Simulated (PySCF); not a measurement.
A calculated (BP86, PySCF 2.14, x2c-SVPall, the spin-free X2C one-electron Hamiltonian (Gaussian nucleus)) atom or ion has these occupied shells.

```csv
shell,electrons,orbital energy (eV),"rms radius, mean of both spins (bohr)"
1s α,1,-3956.5,0.0889
1s β,1,-3956.5,0.0889
2s α,1,-422.22,0.395
2s β,1,-422.19,0.395
2p α,3,-342.72,0.364
2p β,3,-342.69,0.364
3s α,1,-54.651,1.24
3s β,1,-54.561,1.24
3p α,3,-35.545,1.38
3p β,3,-35.425,1.38
4s α,1,-9.553,3.94
```

**Question.** Name the element and its charge.

**Answer.** Ca⁺ (calcium, charge +1), in [Ar] 4s1, 2S determinant.
